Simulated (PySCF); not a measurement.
## Si²⁺: excitation energy

Si²⁺ [Ne] 3s2 (1S) → Si²⁺ [Ne] 3p2 (3P), as a difference of total energies. All numbers are calculated (PySCF 2.14, the non-relativistic Hamiltonian (point nucleus), in def2-QZVPPD (10s6p5d2f1g, 76 functions)). Correlated levels: valence: [Ne] frozen; valence and next inner shell: 1s2 frozen. The calculations carry no spin-orbit coupling.

```json
{"method": "UHF", "excitation energy (eV)": "14.913"}
{"method": "LDA", "excitation energy (eV)": "14.578"}
{"method": "PBE", "excitation energy (eV)": "14.375"}
{"method": "PBE0", "excitation energy (eV)": "14.638"}
{"method": "r2SCAN", "excitation energy (eV)": "14.107"}
{"method": "PBEsol", "excitation energy (eV)": "14.268"}
{"method": "PW91", "excitation energy (eV)": "14.373"}
{"method": "LC-wPBE", "excitation energy (eV)": "14.792"}
{"method": "BP86", "excitation energy (eV)": "14.375"}
{"method": "MP2 (valence)", "excitation energy (eV)": "15.631"}
{"method": "SCS-MP2 (valence)", "excitation energy (eV)": "15.942"}
{"method": "MP2 (valence and next inner shell)", "excitation energy (eV)": "15.853"}
{"method": "SCS-MP2 (valence and next inner shell)", "excitation energy (eV)": "16.113"}
```

Task: How much does correlation contribute at MP2 (valence and next inner shell)?

Result: 15.853 − (14.913) = 0.940 eV, measured against UHF.

A first-order spin-orbit estimate (lowest level to lowest level, LS coupling) adds -0.027 eV.
